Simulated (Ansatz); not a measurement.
A set of 12 reactions (atomization), with CCSD(T)/CBS values in kJ/mol:

| reaction | ΔE |
| --- | --- |
| `O[SiH2][SiH2][SiH2]F` → F• + 7 H• + O• + 3 Si• | 3944.5 |
| `C#C[Si](F)(F)C#C` → 4 C• + 2 F• + 2 H• + Si• | 4372.0 |
| `NC1C[SiH2][SiH2]1` → 2 C• + 9 H• + N• + 2 Si• | 4844.2 |
| `CC(Br)BS` → B• + Br• + 2 C• + 6 H• + S• | 3951.0 |
| `ClB1[SiH2]S1` → B• + Cl• + 2 H• + S• + Si• | 1950.5 |
| `[Li][O]C` → C• + 3 H• + Li• + O• | 2067.3 |
| `C=NB(N)O` → B• + C• + 5 H• + 2 N• + O• | 4103.7 |
| `C[SiH](S)[SiH2]Cl` → C• + Cl• + 7 H• + S• + 2 Si• | 3933.6 |
| `C[CH2][In]([SH])[N](C)C` → 4 C• + 12 H• + In• + N• + S• | 6794.0 |
| `SC[S][GeH3]` → C• + Ge• + 6 H• + 2 S• | 3039.2 |
| `C[O][Ge]([SH])([Cl])[Cl]` → C• + 2 Cl• + Ge• + 4 H• + O• + S• | 3385.1 |
| `C/C([SiH3])=C(/O)F` → 3 C• + F• + 7 H• + O• + Si• | 4970.5 |

Computed with Ansatz on PBE0-D4/def2-TZVP structures; ΔE is electronic, products minus reactants. CCSD(T)/CBS adds triple-zeta CCSD(T) − MP2 to the extrapolated MP2 energy (def2 sets, frozen cores). This one scheme is used for every species, atoms too. DFT in def2-TZVPP. B3LYP here is the variant with VWN-RPA as its local correlation; programs differ in this. No spin–orbit coupling; open shells (•) take unrestricted orbitals. Spin–orbit coupling would lower the free atoms: a little for B, C, Cl, F, O, S, Si; clearly for Br, Ge; strongly for In. Elements past krypton have def2 core potentials. Bonds to Br, Ge, In, Li are less sure, by a few kJ/mol each and by 10 to 20 or more in all where they break to atoms, as the def2 sets lack core-valence functions. Scalar relativity is left out up to krypton. Each species was taken in one conformer, which may not be the lowest.

**Question.** Give the mean, mean absolute and largest difference (level minus CCSD(T)/CBS, kJ/mol) for: PBE-D4, r2SCAN-D4, PBE0-D4, B3LYP-D4, ωB97X-V, ωB97M-V, B2PLYP, r2SCAN, PBE0, B3LYP, MP2/def2-TZVPP, CCSD/def2-TZVPP, HF/CBS(def2), CCSD/CBS(def2). (Estimate.)

**Answer.** Computed: 
```json
{"level": "PBE-D4", "mean": "66.7", "mean absolute": "73.0", "largest": "142.8"}
{"level": "r2SCAN-D4", "mean": "8.7", "mean absolute": "16.6", "largest": "48.1"}
{"level": "PBE0-D4", "mean": "-0.3", "mean absolute": "23.4", "largest": "-78.8"}
{"level": "B3LYP-D4", "mean": "-12.6", "mean absolute": "19.4", "largest": "-45.9"}
{"level": "ωB97X-V", "mean": "12.1", "mean absolute": "19.2", "largest": "35.6"}
{"level": "ωB97M-V", "mean": "9.1", "mean absolute": "13.1", "largest": "37.0"}
{"level": "B2PLYP", "mean": "-54.1", "mean absolute": "54.1", "largest": "-99.8"}
{"level": "r2SCAN", "mean": "2.1", "mean absolute": "15.9", "largest": "44.3"}
{"level": "PBE0", "mean": "-22.9", "mean absolute": "30.5", "largest": "-102.5"}
{"level": "B3LYP", "mean": "-55.3", "mean absolute": "57.3", "largest": "-100.2"}
{"level": "MP2/def2-TZVPP", "mean": "-44.2", "mean absolute": "55.1", "largest": "-115.4"}
{"level": "CCSD/def2-TZVPP", "mean": "-171.5", "mean absolute": "171.5", "largest": "-268.6"}
{"level": "HF/CBS(def2)", "mean": "-1082.8", "mean absolute": "1082.8", "largest": "-1864.5"}
{"level": "CCSD/CBS(def2)", "mean": "-63.1", "mean absolute": "63.1", "largest": "-98.2"}
```

The largest T1 diagnostic in the set is 0.015, for `ClB1[SiH2]S1` (customary mark 0.02).

CCSD(T)/CBS is a level of theory with its own doubt, and the functionals carry their triple-zeta basis error, so these figures describe this set and don't rank the functionals.
